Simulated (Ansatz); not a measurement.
A structure relaxed at PBE0-D4/def2-TZVP, charge 0, multiplicity 1:

```xyz
11

F     0.771   -2.042   -0.483
Si    0.711   -0.473   -0.174
F     2.221    0.053   -0.249
Si   -0.524    0.572   -1.879
Si   -0.068   -0.179    2.024
H    -1.919    0.058   -1.851
H    -0.545    2.038   -1.631
H     0.083    0.298   -3.208
H    -1.453   -0.710    2.121
H     0.809   -0.890    2.990
H    -0.086    1.274    2.340
```

(1) Give its formula and SMILES.

(2) Point group (tolerance 0.08 Å, 0.16 Å for H)?

(3) Summarise the bond lengths by kind.

## Answers

(1) F2H6Si3, `F[Si](F)([SiH3])[SiH3]`.

(2) C2v.

(3) 2 × F–Si 1.601 Å; 2 × Si–Si 2.350 Å; 6 × H–Si 1.486 to 1.487 Å.

All numbers were calculated with Ansatz.
